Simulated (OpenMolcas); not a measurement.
# neutral antimony: thermal populations, Slater's ratio, worked from levels

- Program: OpenMolcas 26.06
- Basis: ANO-RCC-VQZP [8s7p5d3f2g]
- Scalar Hamiltonian: DKH2, point nucleus
- Active space: 5 electrons in 8 orbitals (5s 5p 6s 6p)
- State averaging: 2S+1 = 4 odd, 1 root; 2S+1 = 2 odd, 8 roots; 2S+1 = 4 even, 3 roots
- Spin-orbit coupling: RASSI with atomic mean-field integrals over the reference wave functions, term energies averaged over their components

Methods: CASSCF; SS-CASPT2, IPEA 0.25 Eh, imaginary shift 0.1 Eh (closed shells correlated: 4d). Measured levels: NIST Handbook of Basic Atomic Spectroscopic Data.

**Thermal populations.** Z = Σ (2J + 1) exp(-E/kT) with k = 0.695035 cm-1/K, over the levels below. No other level of either list lies under 43200 cm-1, which is above 7 kT at each temperature.

| Level | 2J + 1 | SS-CASPT2 | measured |
| --- | --- | --- | --- |
| 5s2 5p3 4S* 3/2 | 4 | 0.0 | 0.0 |
| 5s2 5p3 2D* 3/2 | 4 | 9600 | 8512 |
| 5s2 5p3 2D* 5/2 | 6 | 10670 | 9854 |
| 5s2 5p3 2P* 1/2 | 2 | 17920 | 16395 |
| 5s2 5p3 2P* 3/2 | 4 | 19300 | 18464 |

```csv
T (K),"Z, SS-CASPT2","Z, measured levels","Ground level (%), SS-CASPT2","Ground level (%), measured levels"
5000,4.558,4.735,87.8,84.5
8000,5.796,6.134,69.0,65.2
```

At 8000 K, kT = 5560 cm-1, and the computed levels give Z = 4.000 + 0.712 + 0.881 + 0.080 + 0.124 = 5.796.

**Slater's ratio.** With one set of orbitals, p3 has 2D* - 4S* = 9 F2 and 2P* - 2D* = 6 F2 (F2 = F²/25), a ratio of 2/3. Term energies are centres of gravity, weighted by 2J + 1.

```tsv
Source	2D* - 4S*	2P* - 4S*	F2 from the first	Ratio
CASSCF	12548	19043	1394	0.518
SS-CASPT2	10239	18839	1138	0.840
measured	9317	17775	1035	0.908
```

Energies in cm-1. A ratio away from 2/3 shows effects beyond one configuration with one set of orbitals, and in heavier atoms second-order spin-orbit shifts. In CASSCF the valence s occupation is 1.95 in 2P* against 1.99 in 2D*: mixing out of s² acts most on 2P* and pulls it down.

CASPT2 breaks the degeneracy within a term, and the mean is taken; among the terms shown or strongly mixed into the levels shown the widest spread is 110 cm-1 (5s2 5p3 2D*, SS-CASPT2). Active for correlation alone: 6p 6s; no level in the range computed is led by a configuration that fills them, so any true level of that kind is missing. Measured partners are found by configuration, term and J. A level has none where our copy of the source lacks it or the pairing is in doubt (some pairs that miss far off the trend of their configuration count as doubtful), and it then counts in no deviation. Levels of configurations outside the active space are missing.

* marks odd parity.
